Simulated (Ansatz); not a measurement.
`C=C(CCl)[SiH2]F` at its PBE0-D4/def2-TZVP geometry, where that method's forces vanish. Total charge 0; spin multiplicity 1.

```xyz
12

C    -1.3177    0.6135    0.7332
C    -0.3134    0.0246    0.0881
C    -0.5683   -1.0912   -0.8682
Cl    0.2997   -0.8158   -2.4158
Si    1.4496    0.5608    0.3878
F     1.4661    1.3805    1.7660
H    -2.3535    0.3286    0.5622
H    -1.1432    1.3945    1.4656
H    -1.6262   -1.2003   -1.1062
H    -0.1857   -2.0394   -0.4876
H     1.9630    1.4689   -0.6612
H     2.3296   -0.6248    0.5362
```

Task: What forces (eV/Å) does ωB97M-V/def2-TZVPP give on these atoms in the Gaussian-basis code of Ansatz? (An estimate is asked.)

Result: Ansatz gave: 
```
C1  -0.002  0.003  0.014
C2   0.003  0.180  0.166
C3  -0.151 -0.272 -0.039
Cl4  0.064  0.035 -0.081
Si5  0.154 -0.081 -0.232
F6  -0.015  0.064  0.114
H7   0.085  0.013  0.005
H8  -0.005 -0.058 -0.060
H9   0.092  0.008  0.032
H10 -0.051  0.091 -0.020
H11 -0.063 -0.113  0.125
H12 -0.111  0.130 -0.024
```
